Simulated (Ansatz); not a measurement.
Born–Oppenheimer molecular dynamics of H6N2O2Ti (11 atoms, charge 0, multiplicity 1). It starts from a relaxed structure.

Level of theory: Ansatz 0.2.0, RKS PBE-D4/def2-SVP.

```json
{"ensemble": "NVT, Langevin thermostat", "time step": "0.5 fs", "steps asked": "150", "set temperature": "100 K", "friction": "0.005 /fs", "seed": "907052"}
```

Frames 5 fs apart, positions in Å, forces in eV/Å.

Velocities at 10 fs (Å/ps):

```
Ti 0.60 -0.73 0.53
O -1.87 0.67 1.50
H -6.03 -7.29 -1.29
O -0.82 -3.14 -0.21
H 0.70 6.96 -1.85
N 0.65 1.90 3.34
H 3.99 7.00 0.23
H 7.39 -0.69 -10.22
N 2.11 1.99 -4.78
H -13.20 -2.39 -10.57
H -0.20 -3.55 -14.67
```

```xyz
11
Properties=species:S:1:pos:R:3:forces:R:3 time_fs=10 energy_less_start_eV=0.047 T=68
Ti -0.076 -0.187 -0.080 -1.33 0.32 -0.04
O -0.087 -0.353 1.731 0.10 -0.18 -0.24
H -0.522 0.253 2.351 -0.05 0.12 0.05
O 1.570 -0.166 -0.773 0.39 0.08 -0.24
H 2.403 -0.267 -0.289 0.21 -0.03 0.07
N -0.959 1.481 -0.528 0.26 -0.48 -0.03
H -1.890 1.597 -0.954 0.25 -0.11 0.13
H -0.377 2.288 -0.791 -0.06 -0.01 0.05
N -1.115 -1.591 -0.853 0.11 0.23 0.31
H -1.816 -2.137 -0.335 0.09 0.06 -0.07
H -0.992 -1.988 -1.791 0.03 0.01 0.03
11
Properties=species:S:1:pos:R:3:forces:R:3 time_fs=15 energy_less_start_eV=0.066 T=61
Ti -0.076 -0.190 -0.077 -1.13 0.37 0.00
O -0.095 -0.352 1.738 -0.11 0.05 -0.04
H -0.565 0.245 2.355 0.16 -0.14 -0.24
O 1.570 -0.181 -0.775 0.63 0.08 -0.02
H 2.421 -0.239 -0.300 -0.15 -0.01 -0.11
N -0.951 1.489 -0.510 0.54 -0.44 0.01
H -1.862 1.622 -0.954 -0.19 -0.18 0.01
H -0.363 2.270 -0.827 0.10 0.03 0.11
N -1.103 -1.581 -0.875 0.01 0.02 0.06
H -1.841 -2.121 -0.412 -0.03 0.06 0.21
H -0.991 -1.989 -1.812 0.19 0.16 0.01
11
Properties=species:S:1:pos:R:3:forces:R:3 time_fs=20 energy_less_start_eV=0.058 T=72
Ti -0.085 -0.192 -0.072 -0.42 0.35 -0.18
O -0.103 -0.351 1.739 0.15 -0.37 -0.36
H -0.604 0.229 2.326 -0.15 0.27 0.21
O 1.573 -0.196 -0.779 0.10 0.11 0.02
H 2.430 -0.237 -0.320 -0.01 -0.02 0.00
N -0.937 1.492 -0.493 0.31 -0.20 -0.22
H -1.861 1.607 -0.934 0.12 -0.12 0.11
H -0.336 2.256 -0.845 -0.12 -0.13 0.17
N -1.091 -1.571 -0.895 -0.34 -0.24 0.10
H -1.869 -2.093 -0.461 0.22 0.18 0.03
H -0.944 -1.976 -1.830 0.14 0.17 0.10
11
Properties=species:S:1:pos:R:3:forces:R:3 time_fs=25 energy_less_start_eV=0.060 T=63
Ti -0.095 -0.193 -0.068 0.48 0.28 -0.46
O -0.109 -0.351 1.736 -0.33 0.03 0.29
H -0.648 0.237 2.306 0.26 -0.16 -0.19
O 1.580 -0.211 -0.784 -0.42 0.14 0.10
H 2.442 -0.247 -0.340 0.08 -0.03 0.09
N -0.919 1.489 -0.478 0.22 -0.51 0.11
H -1.851 1.576 -0.884 -0.17 0.06 -0.11
H -0.323 2.240 -0.831 0.06 0.24 -0.03
N -1.081 -1.561 -0.914 -0.09 0.22 0.35
H -1.879 -2.034 -0.483 -0.07 -0.17 -0.05
H -0.879 -1.938 -1.841 -0.01 -0.10 -0.12
11
Properties=species:S:1:pos:R:3:forces:R:3 time_fs=30 energy_less_start_eV=0.083 T=43
Ti -0.102 -0.193 -0.066 1.10 0.16 -0.50
O -0.118 -0.352 1.737 -0.02 -0.38 -0.01
H -0.660 0.242 2.273 -0.09 0.24 0.24
O 1.582 -0.223 -0.790 -0.26 0.13 0.37
H 2.447 -0.268 -0.336 -0.28 -0.01 -0.08
N -0.900 1.482 -0.465 0.00 0.13 -0.22
H -1.844 1.569 -0.860 0.11 0.08 -0.01
H -0.310 2.261 -0.800 -0.22 -0.13 0.12
N -1.072 -1.548 -0.930 -0.46 -0.06 0.34
H -1.898 -2.003 -0.508 0.29 -0.05 -0.36
H -0.835 -1.907 -1.861 -0.18 -0.11 0.11
11
Properties=species:S:1:pos:R:3:forces:R:3 time_fs=35 energy_less_start_eV=0.080 T=58
Ti -0.105 -0.194 -0.067 1.32 0.06 -0.33
O -0.129 -0.355 1.739 -0.36 0.03 0.33
H -0.667 0.270 2.269 0.27 -0.19 -0.13
O 1.579 -0.229 -0.794 -0.53 0.13 0.25
H 2.437 -0.293 -0.343 0.01 -0.02 0.06
N -0.883 1.476 -0.449 -0.42 0.10 -0.17
H -1.823 1.596 -0.838 -0.09 -0.04 -0.01
H -0.326 2.276 -0.746 0.26 0.27 0.00
N -1.067 -1.536 -0.939 -0.26 -0.07 0.00
H -1.899 -2.005 -0.586 -0.22 -0.22 0.09
H -0.820 -1.898 -1.862 0.03 -0.06 -0.11
11
Properties=species:S:1:pos:R:3:forces:R:3 time_fs=40 energy_less_start_eV=0.079 T=67
Ti -0.100 -0.199 -0.069 0.96 0.08 0.10
O -0.142 -0.361 1.745 -0.06 -0.22 -0.07
H -0.643 0.293 2.261 0.03 0.07 0.08
O 1.569 -0.233 -0.795 -0.13 0.10 0.20
H 2.423 -0.322 -0.339 -0.03 -0.01 0.01
N -0.871 1.473 -0.434 -0.38 0.85 -0.48
H -1.821 1.617 -0.813 0.22 -0.10 0.11
H -0.317 2.313 -0.679 -0.12 -0.34 0.18
N -1.066 -1.526 -0.946 -0.93 -0.83 -0.38
H -1.920 -2.036 -0.658 0.38 0.25 0.05
H -0.800 -1.883 -1.878 0.05 0.16 0.21
11
Properties=species:S:1:pos:R:3:forces:R:3 time_fs=45 energy_less_start_eV=0.065 T=73
Ti -0.089 -0.203 -0.072 0.00 0.13 0.45
O -0.151 -0.370 1.750 0.10 -0.29 -0.34
H -0.602 0.313 2.270 -0.05 0.13 0.12
O 1.558 -0.236 -0.791 0.43 0.06 0.04
H 2.415 -0.361 -0.347 -0.04 0.00 -0.03
N -0.866 1.480 -0.428 0.01 -0.18 0.04
H -1.808 1.625 -0.783 -0.23 0.12 -0.14
H -0.297 2.313 -0.570 0.09 0.28 -0.06
N -1.073 -1.524 -0.960 0.02 0.08 -0.11
H -1.910 -2.037 -0.709 -0.38 -0.25 0.23
H -0.753 -1.829 -1.881 0.06 -0.09 -0.20
11
Properties=species:S:1:pos:R:3:forces:R:3 time_fs=50 energy_less_start_eV=0.092 T=52
Ti -0.078 -0.208 -0.073 -0.80 0.23 0.57
O -0.159 -0.382 1.751 -0.10 0.20 0.01
H -0.560 0.333 2.294 0.21 -0.37 -0.29
O 1.555 -0.238 -0.786 0.48 0.08 -0.26
H 2.414 -0.390 -0.370 0.30 -0.05 0.12
N -0.859 1.486 -0.421 0.08 0.24 -0.10
H -1.816 1.657 -0.768 0.41 0.10 0.07
H -0.267 2.338 -0.468 -0.47 -0.33 -0.07
N -1.078 -1.523 -0.973 -0.31 -0.20 -0.06
H -1.929 -2.063 -0.729 0.49 0.22 -0.18
H -0.701 -1.784 -1.898 -0.30 -0.12 0.20
11
Properties=species:S:1:pos:R:3:forces:R:3 time_fs=55 energy_less_start_eV=0.097 T=51
Ti -0.070 -0.213 -0.069 -1.12 0.29 0.37
O -0.167 -0.392 1.748 0.38 -0.62 -0.59
H -0.494 0.327 2.295 -0.24 0.45 0.36
O 1.561 -0.238 -0.782 1.14 -0.05 0.01
H 2.438 -0.424 -0.388 -0.32 0.07 -0.15
N -0.852 1.491 -0.415 0.01 -0.73 0.11
H -1.787 1.716 -0.747 -0.26 -0.03 -0.12
H -0.298 2.336 -0.386 0.40 0.59 -0.03
N -1.083 -1.521 -0.984 0.43 0.49 0.15
H -1.895 -2.081 -0.760 -0.38 -0.27 0.16
H -0.708 -1.770 -1.900 -0.04 -0.19 -0.26
11
Properties=species:S:1:pos:R:3:forces:R:3 time_fs=60 energy_less_start_eV=0.102 T=53
Ti -0.068 -0.218 -0.063 -0.76 0.37 -0.04
O -0.172 -0.407 1.742 0.05 0.20 0.28
H -0.448 0.337 2.323 0.09 -0.41 -0.31
O 1.577 -0.238 -0.779 0.02 0.13 -0.19
H 2.441 -0.457 -0.416 0.45 -0.11 0.21
N -0.843 1.490 -0.405 0.23 0.74 0.01
H -1.783 1.739 -0.750 0.25 -0.22 0.06
H -0.298 2.380 -0.312 -0.33 -0.73 -0.10
N -1.082 -1.511 -0.994 -0.37 -0.57 -0.34
H -1.884 -2.134 -0.771 0.45 0.46 0.10
H -0.736 -1.792 -1.930 -0.08 0.15 0.32
11
Properties=species:S:1:pos:R:3:forces:R:3 time_fs=65 energy_less_start_eV=0.095 T=68
Ti -0.070 -0.223 -0.057 -0.07 0.36 -0.52
O -0.174 -0.424 1.737 0.27 -0.52 -0.14
H -0.393 0.308 2.324 -0.17 0.30 0.30
O 1.601 -0.235 -0.778 0.41 -0.10 0.37
H 2.485 -0.485 -0.427 -0.54 0.14 -0.14
N -0.829 1.492 -0.400 -0.03 -0.83 0.08
H -1.756 1.720 -0.752 -0.26 -0.02 -0.14
H -0.309 2.344 -0.247 0.42 0.62 0.04
N -1.084 -1.506 -1.004 0.29 0.30 0.00
H -1.819 -2.147 -0.740 -0.53 -0.29 0.44
H -0.771 -1.792 -1.932 0.21 0.04 -0.29
```

Of the whole run (75 fs, mean temperature of the second half 65 K): The mean temperature of the second half is 35 % below the set value. A run of 0.075 ps of so small a system gives no equilibrium averages.

The run took 9.4 min on 2 threads of Arm Neoverse V1, with other jobs on the host, peak memory 0.18 GiB.
